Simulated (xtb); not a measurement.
In(OH)(PH2)2 (H₅InOP₂), SMILES [PH2][In]([PH2])[OH]. All values are semi-empirical tight-binding results from xtb (GFN2-xTB unless named), good for trends rather than for accurate numbers. The structure is a stationary point at GFN2-xTB. The structure was generated by enumeration; whether it is a known compound was not checked. The values are those of a single conformer.

Optimised geometry:

Bond lengths (Å): In1–O2 1.985, In1–P4 2.553, In1–P7 2.580, O2–H3 0.954, P4–H5 1.393, P4–H6 1.405, P7–H8 1.395, P7–H9 1.401. Bond angles (°): O2–In1–P4 107.2, O2–In1–P7 113.9, P4–In1–P7 138.7, In1–O2–H3 121.8, In1–P4–H5 88.1, In1–P4–H6 88.7, H5–P4–H6 91.7, In1–P7–H8 89.5, In1–P7–H9 88.7, H8–P7–H9 91.4.
Charge 0, spin multiplicity 1.

For metal compounds this method's bond lengths and energies can be far off.

Question: Estimate the properties. (The exact figures need the calculation; the answer reports its results.)

Answer: 
```json
{
  "orbital_gap": "2.34 eV",
  "zero_point_energy": "27.4 kcal/mol",
  "G − E(el) at 298.15 K (modified RRHO)": "4.7 kcal/mol"
}
```

Computed atomic charges and the Wiberg bond orders between heavy atoms:
charges (e) In1 0.15, O2 -0.58, H3 0.28, P4 -0.03, H5 0.09, H6 0.04, P7 -0.06, H8 0.04, H9 0.06. Bond orders In1–O2 1.00, In1–P4 0.81, In1–P7 0.77, P4–P7 0.37.
